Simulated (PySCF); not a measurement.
A PySCF script (with the pyscf-properties extension) for the NMR shieldings of `C=NC[SiH2][Si@@H](O)C(C)=O`, C$_{4}$H$_{11}$NO$_{2}$Si$_{2}$, on a GFN2-xTB geometry:

```python
import basis_set_exchange as bse
import numpy as np
from pyscf import gto, dft
from pyscf.prop import nmr

atoms = """
C     2.226950    1.873529    0.695188
N     1.188254    1.183270    0.828504
C     1.165854    0.047901    1.675849
Si    1.075648   -1.505373    0.535671
Si   -0.725937   -1.373782   -0.898142
O    -1.509018   -2.794733   -0.776354
C    -2.041332   -0.038147   -0.437038
C    -1.707025    1.411237   -0.589378
O    -3.113770   -0.430697   -0.019839
H     3.159152    1.690388    1.239156
H     2.208864    2.706963    0.008957
H     0.257731    0.096965    2.279810
H     2.034171   -0.007376    2.346884
H     2.358241   -1.548249   -0.185955
H     1.101767   -2.646930    1.464394
H    -0.413218   -1.143028   -2.318303
H    -2.457430   -2.787461   -0.643757
H    -1.511736    1.613842   -1.640207
H    -0.786058    1.615920   -0.042591
H    -2.516255    2.046439   -0.236076
"""
names = dict.fromkeys(["C", "N", "Si", "O", "H"], "pcSseg-1")
basis = {el: gto.basis.parse(bse.get_basis(n, elements=[el], fmt="nwchem")) for el, n in names.items()}
mol = gto.M(atom=atoms, basis=basis, charge=0, verbose=0)
mf = dft.RKS(mol, xc="PBE0")
mf.grids.level = 2
mf.grids.alignment = dft.numint.BLKSIZE   # the property module wants whole blocks of grid points
mf.conv_tol = 1e-9
mf.kernel()

calc = nmr.RKS(mf)   # GIAO
C = mf.mo_coeff
Co = C[:, mf.mo_occ > 0]
resp = mf.gen_response(singlet=True, hermi=2)
def vind(x):   # induced exchange potential for any number of trial vectors
    d = np.einsum("pi,xij,qj->xpq", C, 2 * x.reshape(-1, C.shape[1], Co.shape[1]), Co, optimize=True)
    return np.einsum("xpq,pi,qj->xij", resp(d - d.transpose(0, 2, 1)), C, Co, optimize=True).ravel()
mo1, _ = nmr.rhf.solve_mo1(calc, with_cphf=vind)
sigma = calc.kernel(mo1)
for i, s in enumerate(sigma):   # ppm
    print("%2d %-2s %9.2f" % (i, mol.atom_pure_symbol(i), np.trace(s) / 3))
```

Q: Give the expected output.

A: 
```
 0 C      33.28
 1 N    -133.41
 2 C     134.05
 3 Si    417.26
 4 Si    382.87
 5 O     341.14
 6 C     -64.82
 7 C     147.15
 8 O    -486.89
 9 H      24.05
10 H      24.64
11 H      27.71
12 H      28.16
13 H      28.04
14 H      27.46
15 H      26.12
16 H      29.85
17 H      29.41
18 H      26.48
19 H      29.57
```

These numbers come from an equivalent density-fitted implementation of the same equations, which agrees with the script to about 0.01 ppm for H and up to a few tenths of a ppm for heavy atoms, so last digits may differ.

Q: Turn these shieldings into chemical shifts. Shifts are taken against calculated references (same method and geometry level): 13C (σref 186.93) and 29Si (σref 349.16) and 1H (σref 31.72) vs TMS; NH3 for 15N (σref 267.73); H2O for 17O (σref 336.08).

A: Averaging equivalent atoms: C 6: 251.7; C 0: 153.6; C 2: 52.9; C 7: 39.8; N 1: 401.1; Si 4: -33.7; Si 3: -68.1; O 8: 823.0; O 5: -5.1; H 9: 7.67; H 10: 7.07; H 15: 5.59; H 14: 4.25; H 11: 4.01; H 13: 3.67; H 12: 3.55; H 17/18/19: 3.23; H 16: 1.86 ppm. Unscaled 17O shifts of doubly bonded oxygen tend to come out too high, by tens of ppm or more. Experimental scales use liquid or dissolved standards, which lie at an offset from isolated NH3 (liquid NH3: subtract about 20 ppm) and H2O (liquid H2O: subtract about 36 ppm). Unscaled 15N shifts of sp2 nitrogen come out 20 to 40 ppm too high even then.

Size and cost of the density-fitted run: 222 basis functions, 56 s wall time on 1 thread of an Arm Neoverse V1, shared host; peak memory 0.93 GiB.
